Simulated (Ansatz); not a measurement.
Job for Ansatz (an electronic-structure program): U-SVWN5/def2-TZVPP on AuS, 2S+1 = 2, a spin state set in the input, which need not be the lowest, a point of a bond scan (R = 2.198 Å). Elements past Kr take the def2 small-core potentials; no spin–orbit coupling.

Ansatz 0.2 input:
```yaml
crystal:
  periodic: [false, false, false]
  atoms:
    - {symbol: Au, position_ang: [0.00000000, 0.00000000, 0.00000000]}
    - {symbol: S, position_ang: [0.00000000, 0.00000000, 2.19820000]}
basis:
  gaussian:
    orbitals: def2-TZVPP
    pivot_positions_ang: [[0.00000000, 0.00000000, 0.00000000], [0.00000000, 0.00000000, 2.19820000]]
hamiltonian:
  xc: {name: SVWN5}
magnetization: {spin_polarized: true, initial_magnetization: 1}
output: {forces: true, orbitals: {seedname: ./end}}
```

The head of its log:

```
WARN ansatz: RAYON_NUM_THREADS=1 ignored (pool sized by the plan → 1); use --threads N
Functional definition: SVWN5
integrals: 0.03 GiB planned
657 factors; their error is unknown
mean field: 0.27 GiB planned
mean field evaluation 1: about -14484.4282 eV, gradient 1.9e1 eV
mean field evaluation 2: about -14455.4903 eV, gradient 6.6e1 eV
```

Question: Give the final energy of this run.

Answer: -532.3612 hartree.
